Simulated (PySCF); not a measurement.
**He⁺ (helium, charge +1) across methods**

1s1, 2S determinant. Computed with PySCF 2.14 in x2c-QZVPPall with one added diffuse shell each of s, p, d type (5s4p3d1f, 39 functions), with scalar relativity by spin-free X2C-1e.

```tsv
method	E (hartree)	mean ε 1s α (eV)	Σ⟨r²⟩ (bohr²)	⟨S²⟩
TPSS	-2.0002	-42.725	0.7644	0.750
HSE06	-1.9973	-44.766	0.7710	0.750
LC-wPBE	-1.9994	-47.734	0.7813	0.750
BLYP	-1.9952	-41.897	0.7757	0.750
PBE	-1.9938	-42.044	0.7795	0.750
UHF	-1.99995	-54.421	0.7502	0.750
LDA	-1.9417	-41.103	0.7999	0.750
r2SCAN	-2.0001	-43.217	0.7622	0.750
```

(1) Estimate the same row for PBE0.

For one electron the Hartree and exchange-correlation energies should cancel; what remains is the self-interaction error.

Results:

(1) E (hartree) = -1.9967; mean ε 1s α (eV) = -45.177; Σ⟨r²⟩ (bohr²) = 0.7709; ⟨S²⟩ = 0.750.
